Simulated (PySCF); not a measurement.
**Correlation energy of Hg²⁺ (mercury, charge +2)**

[Xe] 4f14 5d9 6s1, high-spin 3D determinant (an excited configuration). All numbers are calculated (PySCF 2.14, the spin-free X2C one-electron Hamiltonian (Gaussian nucleus), in ANO-RCC-VTZP (8s7p5d3f1g, 84 functions)). Frozen: [Xe] 4f14; 10 electrons correlated.

```tsv
level	correlation energy (mhartree)
CCSD	-278.34
(T)	-7.95
CCSD(T)	-286.29
```

Diagnostics: T1 = 0.0058, D1 = 0.0205, largest double amplitude 0.019.

Is a single reference adequate?

Yes, within this model without spin-orbit coupling: T1 lies below 0.03 and no double amplitude reaches 0.07.
